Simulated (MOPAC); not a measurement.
MOPAC input (AM1):

```
AM1 FORCE THERMO(298,298) PRECISE LET CHARGE=1 GEO-OK AUX(PRECISION=9) THREADS=1
CH2I

C    -1.65743958 1   -0.00550081 1   -0.04276608 1
I     0.27369779 1    0.00090791 1    0.00706210 1
H    -2.24785633 1    0.93194073 1   -0.08520867 1
H    -2.24302898 1   -0.94682433 1   -0.03066800 1
```

Task: Which zero-point energy does it print?

Result: 14.16 kcal/mol, from the harmonic wavenumbers of AM1.
